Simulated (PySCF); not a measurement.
A GIAO shielding run with PySCF 2.14.0 with density-fitted response routines (density fitting, non-relativistic, gas phase) on `[Si@H]([Si@H](C)C[SiH3])(C)N`, C₃H₁₅NSi₃:

```
$ OMP_NUM_THREADS=1 python probes_run.py task.json out

{"job": {"kind": "nmr", "xc": "PBE0", "basis": "pcSseg-1"}, "charge": 0, "multiplicity": 1}
C     -0.352630    -2.206334    -0.185263
Si    -0.305333    -0.667624     0.939493
C     -2.055686     0.110339     0.917902
Si    -2.642641     0.848759    -0.724349
Si     1.330017     0.851550     0.322984
C      3.091627     0.269439     0.739020
N      1.311249     0.954468    -1.403670
H     -0.463674    -1.923676    -1.227915
H      0.565947    -2.778938    -0.100037
H     -1.176364    -2.868943     0.066241
H     -0.111709    -1.175667     2.320219
H     -2.091756     0.892473     1.677173
H     -2.775820    -0.645089     1.234763
H     -4.039610     1.285578    -0.623139
H     -2.547361    -0.131304    -1.810129
H     -1.813314     2.013523    -1.062271
H      1.177552     2.173980     0.984239
H      3.223781     0.165896     1.811223
H      3.304479    -0.694185     0.286591
H      3.842470     0.969573     0.384522
H      0.444644     1.164998    -1.871261
H      2.073723     1.410570    -1.879538
```

Hardware: 1 thread of an Arm Neoverse N1, shared host. The job also computes population analyses, field gradients.

Problem. How large is the calculation?

Solution. 82 electrons, 215 basis functions and 1182 auxiliary functions.

Problem. How long does it take, and how much memory does it need?

Solution. 97 s of wall time, with 12 SCF cycles and 4 response iterations; peak memory 1 GiB. Times on a shared host scatter by some tens of per cent.
